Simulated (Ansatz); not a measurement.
Ansatz results at the PBE0-D4/def2-TZVP geometry: size of the dipole moment (B3LYP/def2-TZVPP) 1.79 D; ideal-gas entropy at 298 K and 1 bar (rigid rotor, harmonic PBE0-D4/def2-TZVP) 341 J/(mol·K); HOMO energy (ωB97M-V/def2-TZVPP) -8.60 eV.

Each molecule was computed in one conformer, which needn't be the lowest.

(1) Which molecule gave them?
A. `C=C(Cl)CC`
B. `O=C1C[AsH]1`
C. `OC(F)(F)Cl`
D. `B[SiH](N)P`

Results:

(1) D. The others give `OC(F)(F)Cl`: 1.63, 302, -11.94; `C=C(Cl)CC`: 1.56, 325, -9.48; `O=C1C[AsH]1`: 2.23, 299, -8.66.

B3LYP here is the variant with VWN-RPA as its local correlation; programs differ in this.
